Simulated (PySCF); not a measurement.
## Bromine: a sound run and one with changed settings

Sound run: Br [Ar] 3d10 4s2 4p5, Br⁺ [Ar] 3d10 4s2 4p4. Calculation: PySCF 2.14, in cc-pVTZ-PP with ECP10MDF; scalar relativity through the core potential. The sound run starts from symmetry-adapted Hartree-Fock orbitals and uses a fine grid where one is needed.

A second run was set up differently.

| species | method | sound run (hartree) | changed run (hartree) | converged |
| --- | --- | --- | --- | --- |
| Br | UHF | -415.49139 | -415.49139 | yes |
| Br | M06-2X | -416.99019 | -413.47085 | yes |
| Br | MN15 | -417.25997 | -416.25431 | yes |
| Br⁺ | UHF | -415.09668 | -415.09668 | yes |
| Br⁺ | M06-2X | -416.56233 | -413.03096 | yes |
| Br⁺ | MN15 | -416.83548 | -415.76013 | yes |

Ionisation energy of Br:

```
method  sound run (eV)  changed run (eV)
   UHF          10.741            10.741
M06-2X          11.643            11.970
  MN15          11.551            13.447
```

Problem. What was changed?
A. all electrons correlated in a valence basis
B. radial grid too coarse
C. level shift left on
D. a valence shell is frozen

Solution. B. It used radial step 1.2 in ln r (0.13 in the sound run). A coarse radial grid mis-integrates the density and the exchange-correlation energy, with errors of either sign; Hartree-Fock needs no grid.
